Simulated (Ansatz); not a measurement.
Relaxation of a periodic cell of 27 atoms, H$_{18}$SO$_{8}$ (contents 8 H2O + 1 SH2, density as packed 0.90 g/cm³ with natural masses), to a largest force component of 0.3 eV/Å in at most 15 steps.

Theory: DFT PBE-D3(BJ), scalar-relativistic, plane waves, PAW in Ansatz. Settings: cutoff 420 eV, k mesh 1x1x1, fermi-dirac smearing 0.02 eV, no spin polarisation.

```xyz
27
Lattice="6.9104 0.0000 0.0000 0.0000 6.9104 0.0000 0.0000 0.0000 6.9104" Properties=species:S:1:pos:R:3:forces:R:3
O 3.064 3.782 4.026 -1.31 -0.39 0.55
H 3.343 4.706 3.946 0.05 0.01 -0.24
H 2.550 3.622 3.221 0.05 0.28 0.31
O -0.076 4.016 1.475 -0.12 -0.25 -0.17
H 0.516 4.625 1.940 0.16 -0.03 0.01
H 0.063 3.167 1.922 0.22 -0.17 -0.12
O 4.954 5.434 2.914 0.85 1.11 0.94
H 4.749 6.077 2.219 0.18 -0.23 0.00
H 4.913 4.579 2.461 -0.09 0.14 -0.42
O 5.353 2.928 4.218 1.04 -0.80 0.15
H 5.561 3.831 3.936 0.10 0.06 0.28
H 5.697 2.374 3.502 0.14 -0.08 0.03
O 4.862 6.564 6.533 -0.55 0.13 0.70
H 5.249 6.501 5.647 -0.18 -0.12 -0.23
H 5.085 7.461 6.822 -0.01 0.28 -0.22
O 0.659 0.403 2.336 -0.02 0.29 0.00
H 0.361 -0.403 2.784 -0.23 -0.11 0.21
H 1.593 0.234 2.146 -0.08 0.04 0.01
O 2.512 1.754 6.844 0.27 0.58 0.67
H 2.883 1.011 7.343 -0.04 -0.04 -0.34
H 2.322 1.378 5.972 0.00 -0.04 -0.02
O 2.918 4.866 1.672 -0.86 0.22 -0.63
H 2.981 5.568 1.008 0.04 -0.16 -0.53
H 2.739 4.068 1.153 -0.12 -0.21 -0.56
S 0.844 6.252 5.674 0.65 -0.82 -0.62
H -0.088 6.312 6.634 -0.02 -0.05 0.26
H 0.360 7.322 5.030 -0.10 0.39 -0.02
```

Where does it end, and by what steps?

The run converged. The threshold is loose, so the end isn't yet a minimum. Limits of this set-up: coarse k mesh. After 13 steps the energy has fallen by 3.997 eV; H21 moved furthest, 1.83 Å.

```csv
step,energy less start (eV),largest force component (eV/Å),accepted
0,0.0000,1.312,yes
1,-0.9890,0.905,yes
2,-1.5997,1.067,yes
3,-2.0103,1.243,yes
4,-2.3851,0.917,yes
5,-2.6706,0.970,yes
6,-2.9026,0.870,yes
7,-3.1393,0.946,yes
8,-3.3485,1.048,yes
9,-3.5824,0.731,yes
10,-3.7630,0.481,yes
11,-3.8629,0.425,yes
12,-3.9449,0.309,yes
13,-3.9972,0.171,yes
```

```xyz
27
Lattice="6.9104 0.0000 0.0000 0.0000 6.9104 0.0000 0.0000 0.0000 6.9104" Properties=species:S:1:pos:R:3
O 3.268 4.191 4.332
H 4.045 4.605 3.874
H 2.604 4.202 3.620
O -0.096 3.572 1.765
H 0.856 3.793 1.653
H -0.168 2.596 1.806
O 5.034 5.411 2.563
H 4.261 5.283 1.962
H 5.685 4.707 2.279
O 6.336 1.903 4.933
H 6.225 2.860 4.822
H 6.424 1.534 4.013
O 4.574 7.439 6.460
H 4.205 6.753 5.878
H 5.219 7.936 5.882
O -0.322 0.761 2.471
H -0.978 0.005 2.434
H 0.548 0.332 2.400
O 2.766 2.595 6.574
H 3.407 1.840 6.607
H 2.970 3.070 5.733
O 2.598 4.592 1.363
H 2.176 5.218 0.719
H 2.789 3.790 0.773
S 0.827 5.957 5.958
H -0.287 6.184 6.712
H 1.001 7.302 5.794
```

Whether the end is a true minimum wasn't checked by a vibrational analysis.

Time of the run: 31 s on 1 thread of Intel(R) Xeon(R) Platinum 8259CL CPU @ 2.50GHz (Skylake/Cascade Lake), on a shared host, peak memory 0.46 GiB.
